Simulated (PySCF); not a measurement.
AlCl₄, SMILES [Cl][Al-]([Cl])([Cl])[Cl], charge -1.

The structure is a stationary point at B3LYP-D3(BJ)/def2-SVPD.

Two levels are set side by side: PBE/def2-SVPD (PySCF) and ωB97X/def2-SVPD (PySCF). Same geometry, gas phase. Differences are taken from unrounded values.

```tsv
quantity	PBE
orbital gap (eV)	5.83
highest occupied level (eV)	-3.18
lowest empty level (eV)	2.65
mean polarisability (bohr³)	93.6
```

### Question
These are the PBE values. What does ωB97X give? (An estimate is asked for; the answer gives what the named calculation found.)

### Answer

```csv
quantity,ωB97X,PBE minus ωB97X
orbital gap (eV),11.71,-5.87
highest occupied level (eV),-6.98,3.80
lowest empty level (eV),4.73,-2.08
mean polarisability (bohr³),85.6,7.9
```

PBE's occupied levels lie high since its potential decays too fast outside the molecule; exact exchange lowers them and widens the gap. PBE's more diffuse valence density responds more strongly to a field. Differences between two approximate levels are no errors against the true value.

Rough cost on one machine, each run with all the roots and properties that it gave: ωB97X against PBE within a factor of 2.
